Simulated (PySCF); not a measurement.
Values are calculated unless marked as measured or tabulated.
**C2H6ClOSi**

The system: C2H6ClOSi, a small molecule (built as: C site whose three back bonds go to OSiH3, CH3, Cl); neutral, doublet. The structure, one conformer, was relaxed in the gas phase by PBE0-D3(BJ)/def2-SVP. No frequency run checks that it is a minimum.

SMILES: C[C](Cl)O[SiH3]

```xyz
11

C    -0.385   -0.746    0.631
O    -0.101    0.341   -0.099
Si    1.394    0.704   -0.810
C    -1.755   -0.814    1.197
Cl    0.915   -1.301    1.686
H     1.073    1.772   -1.792
H     2.351    1.214    0.209
H     1.942   -0.502   -1.493
H    -2.484   -0.614    0.397
H    -1.904   -0.056    1.990
H    -1.950   -1.806    1.624
```
Atoms count from 1 in this order.

EPR values by unrestricted B3LYP, IGLO-III on C Cl O Si, pcH-1 on H.

Q: Predict g and the largest hyperfine couplings. Where does the spin sit?

A: g = 2.0016, 2.0049, 2.0075. The spin sits on C1 (84 %, bonded to 1 C + 1 Cl + 1 O) by Mulliken populations.
| atom | isotope | isotropic (MHz) | dipolar, principal values (MHz) |
| --- | --- | --- | --- |
| C1 | 13C | 303.4 | -72.7, -71.3, 144.0 |
| H10 | 1H | 110.0 | -4.0, -2.4, 6.4 |
| Cl5 | 35Cl | 24.1 | -23.6, -16.0, 39.5 |
| O2 | 17O | -12.6 | -43.7, 21.1, 22.5 |
| H9 | 1H | 18.5 | -5.6, -4.6, 10.2 |
| H11 | 1H | 17.3 | -5.6, -4.6, 10.1 |

Q: How do the isotropic couplings move with BHandHLYP?

A: C1 303.4 to 346.4 MHz, H10 110.0 to 111.7 MHz, Cl5 24.1 to 25.7 MHz, O2 -12.6 to -19.1 MHz.

The 2 runs behind this took 110 s in all, one thread each of Arm Neoverse V1 on a shared host, launched as `OMP_NUM_THREADS=1 python cluster_run.py task.json out`.
